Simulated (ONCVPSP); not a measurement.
**An all-electron radial function and its pseudo partner (Lu (Z = 71))**

Columns: radius, all-electron u(r) and pseudo u(r) of the 5d shell (level -1.92 eV) of lutetium in the configuration [Kr] 4d10 4f14 5s2 5p6 5d1 6s2; LDA (Perdew-Zunger), scalar-relativistic, ONCV scheme, ONCVPSP 4.0.1.

```
r (bohr)  all-electron  pseudo
   0.148        0.1391  0.0018
   0.295       -0.1413  0.0135
   0.443       -0.2323  0.0433
   0.590       -0.1140  0.0941
   0.738        0.0658  0.1657
   0.885        0.2315  0.2512
   1.033        0.3635  0.3433
   1.180        0.4589  0.4310
   1.328        0.5243  0.5072
   1.475        0.5656  0.5649
   1.623        0.5892  0.6027
   1.770        0.5995  0.6207
   1.918        0.6002  0.6225
   2.065        0.5941  0.6125
   2.213        0.5832  0.5955
   2.360        0.5691  0.5756
   2.508        0.5527  0.5552
   2.655        0.5350  0.5356
   2.802        0.5164  0.5165
   2.950        0.4973  0.4973
   3.098        0.4780  0.4780
   3.245        0.4589  0.4589
   3.393        0.4398  0.4398
   3.540        0.4211  0.4211
   3.688        0.4027  0.4027
   3.835        0.3848  0.3848
```

Task: How many radial nodes do the two functions have?

Result: The all-electron 5d function has n − l − 1 = 2; the pseudo-wave has 0, since the states of the same l below it are removed with the core.

Task: At about which radius was the pseudo-wave matched?

Result: 2.95 bohr. The columns agree to 0.0005 from 2.80 bohr on; several derivatives are matched, so the curves merge somewhat inside the radius.

Task: Is the pseudo-wave norm-conserving?

Result: Yes: the ONCV scheme keeps the norm inside the radius equal to the all-electron one, which fixes the energy derivative of the logarithmic derivative at the level.
